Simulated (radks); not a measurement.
Q: Species: Ce+. Configuration: [Xe] 4f2 6p1 (not the ground configuration). Method: scalar-relativistic Kohn-Sham, PBE, spin-polarised, spherical densities, finite nucleus; open shells are filled with parallel spins first (spin-orbit coupling, left out, can overturn this in heavy ions); Fermi nuclear charge, rms radius 4.8771 fm; computed with a radial shooting solver on a logarithmic mesh with Libxc functionals. Some entries of the table are withheld. Estimate them.

orbital  occ.  eigenvalue (eV)  <r^2> (bohr^2)
1s up       1        -40267.22       0.0008209
1s down     1        -40267.21       0.0008209
2s up       1        -6447.528         0.01306
2s down     1        -6447.526         0.01306
2p up       3        -5774.842         0.01041
2p down     3        -5774.839         0.01041
3s up       1        -1387.669         0.08871
3s down     1        -1387.239         0.08867
3p up       3        -1173.683         0.08873
3p down     3        -1173.254         0.08868
3d up       5        -869.6625         0.07580
3d down     5        -869.3283         0.07574
4s up       1        -281.2167          0.4603
4s down     1        -279.9216          0.4599
4p up       3        -211.5568          0.5211
4p down     3        -210.2373          0.5206
4d up       5              (1)          0.6522
4d down     5              (2)          0.6518
5s up       1         -44.7420           2.669
5s down     1         -43.7214           2.694
5p up       3         -27.9038             (3)
5p down     3         -27.0613             (4)
4f up       2          -7.7628             (5)
4f down     0          -6.5503             (6)
6p up       1          -6.0127           29.13

A: 
(1) 4d up eigenvalue (eV): -111.3642
(2) 4d down eigenvalue (eV): -110.0092
(3) 5p up <r^2> (bohr^2): 3.647
(4) 5p down <r^2> (bohr^2): 3.691
(5) 4f up <r^2> (bohr^2): 2.140
(6) 4f down <r^2> (bohr^2): 2.267
